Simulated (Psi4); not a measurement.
HCl3HfO, charge -1, doublet, at a GFN2-xTB geometry (such geometries of metal compounds can be far from the true shape) (the multiplicity is a formal guess) (core potentials on Hf) (a gas-phase anion, which may not be bound at this level). Base run: Psi4 1.11 with HF/def2-SVP.

Here is a job for Psi4.
```
memory 2 GB

molecule {
-1 2
Hf   -0.13728403    0.09893992    0.02964004
Cl    1.93657247    0.72050589   -0.74415034
Cl    0.44231920   -0.22902000    2.22945528
Cl   -0.79789979   -1.35116414   -1.66772843
O    -1.81935876    0.89921023    0.15511059
H    -2.43754201    0.29717480   -0.27376852
}

set {
  basis def2-svp
  reference uhf
}

energy('scf')
print_variables()
```

Variants of this job, named by their change:

| change | ΔE vs base (µEh) | SCF cycles | basis functions |
|---|---|---|---|
| base | 0.0 | 13 | 105 |
| scf_type = dfdirj+link | -206 | 13 | 105 |
| guess = sadno | -0.1 | 14 | 105 |
| df_basis_scf = def2-universal-jkfit | 0.0 | 13 | 105 |
| d_convergence = 1e-8 | -0.1 | 22 | 105 |
| scf_type = dfdirj+cosx | -1483 | 15 | 105 |
| puream = true | 0.0 | 13 | 105 |
| scf_type = cd | 131 | 15 | 105 |
| e_convergence = 1e-8 | -0.1 | 18 | 105 |
| scf_type = mem_df | 0.0 | 13 | 105 |
| scf_type = disk_df | 0.0 | 13 | 105 |
| basis_guess = true | 0.0 | 8 | 105 |
| ints_tolerance = 1e-8 | 0.0 | 13 | 105 |

Open shells are given as the SCF converged; they aren't shown to be the lowest states, and a large step between rows can be another state.

A gas-phase anion may not be bound at this level; its values then depend on the basis.
